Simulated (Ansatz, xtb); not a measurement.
## BOSiSn: 3 structures ranked

3 gas-phase structures of BOSiSn, found in a search over its isomers (lower ones may exist). Each was relaxed with GFN2-xTB; where two conformers were screened, the lower at r2SCAN-D4/def2-SVP is listed:

A. `O=[Si][B]=[Sn]`, a doublet
B. a doublet given by its coordinates
C. a doublet given by its coordinates

B (Å):

```xyz
4

B    -3.0206    1.4572    1.0884
O    -3.4024    0.3446    0.7980
Si   -2.3538    2.8220    2.3825
Sn   -2.8796    0.6484    3.5994
```

Close contacts (Å): B1–O2 1.21, B1–Si3 2.00, B1–Sn4 2.64, Si3–Sn4 2.55.

C (Å):

| atom | x (Å) | y (Å) | z (Å) |
| --- | --- | --- | --- |
| B | -2.5038 | 0.5148 | 1.1735 |
| O | -2.0781 | -0.3169 | 0.4267 |
| Si | -3.1500 | 1.8545 | 2.3804 |
| Sn | -3.8987 | 3.5093 | 3.8763 |

Close contacts (Å): B1–O2 1.20, B1–Si3 1.92, Si3–Sn4 2.35.

Question: Estimate their order in r2SCAN-D4/def2-SVP energy at these geometries, lowest first.

Answer: Calculated order at r2SCAN-D4/def2-SVP: B (0.000), C (0.255), A (2.647) eV.

Energies above the lowest of each column, in eV:

| structure | GFN2-xTB | HF/STO-3G | r2SCAN-D4/def2-SVP |
| --- | --- | --- | --- |
| B | 0.470 | 0.099 | 0.000 |
| C | 0.000 | 0.000 | 0.255 |
| A | 0.845 | 4.677 | 2.647 |

r2SCAN-D4/def2-SVP puts B lowest; GFN2-xTB picks C, HF/STO-3G picks C. Some further structures that were screened fall inside this span and aren't listed. Flexible structures stand in one conformer each, not always the lowest. Frequencies (PBE0-D3(BJ)/def2-SVP) were run for B alone. Open shells are spin-unrestricted, some with notable spin contamination. Atoms past krypton carry core potentials in the def2 sets, without spin–orbit terms.

Programs: Ansatz 0.2.0, xtb 6.7.1.
